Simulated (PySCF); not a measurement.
**Working out the ionisation energy of Ni**

Ni [Ar] 3d8 4s2 (3F) → Ni⁺ [Ar] 3d9 (2D). Calculation: PySCF 2.14, in def2-SVP; the non-relativistic Hamiltonian (point nucleus). Frozen: [Ar]. Energies in hartree (1 hartree = 27.21139 eV):

```tsv
part	Ni (lower)	Ni⁺ (upper)
UHF	-1506.643119	-1506.345359
MP2 opposite-spin	-0.119102	-0.144582
MP2 same-spin	-0.065439	-0.087982
```

Problem. What does Hartree-Fock give?

Solution. (-1506.345359) − (-1506.643119) = 0.297760 hartree = 8.102 eV.

Problem. What do MP2 and SCS-MP2 (6/5 opposite-spin, 1/3 same-spin) give?

Solution. The opposite-spin parts differ by -0.693 eV and the same-spin parts by -0.613 eV. MP2: 8.102 + (-0.693) + (-0.613) = 6.796 eV. SCS-MP2: 8.102 + 1.2 × (-0.693) + (-0.613)/3 = 7.066 eV.

Reference: 7.640 eV (measured; NIST Atomic Spectra Database, ionization energies), between the lowest levels; spin-orbit coupling is absent from the calculation.

The calculation is non-relativistic.

A double-zeta basis recovers only part of the correlation energy.

What remains against the reference includes basis incompleteness, the frozen core and correlation beyond second order.
